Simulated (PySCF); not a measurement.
**BTe: one state, many levels of theory**

State: ²Σ⁺ (doublet), unpaired electrons σ ↑. Set-up: basis B def2-SVPD, Te def2-SVPD with ECP28; scalar-relativistic core potentials; PySCF 2.14. De refers to B + Te in their high-spin ground configurations, without counterpoise correction. The functionals are run spin-unrestricted. A positive dipole means B(−)Te(+).

| Level | Re (Å) | ωe (cm⁻¹) | De (eV) | μ (D) | CPU s a point (SCF and correlation, without the integrals) |
| --- | --- | --- | --- | --- | --- |
| ROHF | 1.951 | 860 | 2.31 | -0.81 | 0.11 |
| ROHF-MP2 | 1.960 | 858 | 3.89 | n/a | 0.22 |
| ROHF-SCS-MP2 | 1.962 | 850 | 3.60 | n/a | n/a |
| ROHF-CCSD | 1.966 | 829 | 3.34 | n/a | n/a |
| ROHF-CCSD(T) | 1.977 | 808 | 3.62 | n/a | 13 |
| PBE | 1.974 | 800 | 4.40 | 0.37 | 0.72 |
| PW91 | 1.973 | 800 | 4.42 | 0.35 | 0.47 |
| r²SCAN | 1.962 | 828 | 4.26 | 0.12 | 1 |
| PBE0 | 1.957 | 834 | 4.08 | 0.15 | 1.1 |
| B97-3 | 1.962 | 823 | 3.92 | 0.16 | 0.59 |
| BHandHLYP | 1.953 | 837 | 3.50 | -0.12 | 0.61 |
| ωB97X | 1.951 | 846 | 3.87 | 0.06 | 0.85 |

**Question.** Which functional lies closest to ROHF-CCSD(T) in De, which farthest, and by how much do they differ from it?

**Answer.** Closest is BHandHLYP (-2.4 pm in Re, +3.6 % in ωe, -0.12 eV in De against ROHF-CCSD(T) in the same basis), farthest PW91 (-0.4 pm in Re, -1.0 % in ωe, +0.80 eV in De). CCSD(T) converges more slowly with the basis than the functionals do and binds too weakly in this one, so the order can change at the basis-set limit.

**Question.** What does the step from GGA to meta-GGA do here, going from PBE to r²SCAN?

**Answer.** r²SCAN less PBE: -1.2 pm in Re, +3.5 % in ωe, -0.14 eV in De. 

**Question.** What does the triples do here, going from ROHF-CCSD to ROHF-CCSD(T)?

**Answer.** ROHF-CCSD(T) less ROHF-CCSD: +1.1 pm in Re, -2.5 % in ωe, +0.28 eV in De. Correlation nearly always deepens the well. The bond lengthens, as in strong covalent bonds, where excitations into antibonding orbitals dominate.

Correlated steps freeze 5 core orbitals. Correlated levels converge slowly with the basis: in double zeta they bind strong bonds too weakly, by up to about 1 eV, and carry superposition errors of some tenths. Spin–orbit coupling is left out, which matters for elements this heavy, above all for dissociation energies. UHF is strongly spin-contaminated for BTe, so the ROHF reference used there is far from stable. The state was picked by a PBE0 search and need not be the measured ground state.

The whole job (state search and all levels along the bond) took about 3 min on 1 thread of Arm Neoverse V2 (shared host), peak memory 0.72 GiB.
